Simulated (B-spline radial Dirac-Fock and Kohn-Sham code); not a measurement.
## Auger decay of the N1 hole in Rh⁺

System: Rh⁺, [Kr] 4d8.

Calculated with a radial finite-basis atomic code, using independent-particle rates on relativistic LDA orbitals of the hole state (multipoles up to L = 3, Coulomb Auger matrix elements, transition energies from Dirac-Fock). Kinetic energies are configuration averages from the vacuum level; the two-hole energies are estimated from single-hole states.

```tsv
transition	kinetic energy (eV)	width (meV)	share (%)
N1-N2N5	2.95	3870	20.9
N1-N2N4	3.29	1160	6.3
N1-N3N4	6.46	6210	33.5
N1-N3N5	7.33	6650	35.9
N1-N4N5	56.77	494	2.7
N1-N5N5	57.22	144	0.8
```

Coster-Kronig rates are the weakest part of this model and often come out 1.5 to 2.5 times too large. Super-Coster-Kronig decay this fast strains the one-particle picture, and such widths tend to come out too large. Channels within a few eV of threshold rest on estimated energies and may be closed in reality. The listed channels hold 100 % of the non-radiative rate. Summed by principal shells, of 18.5 eV in all: NNN 100.0 %.
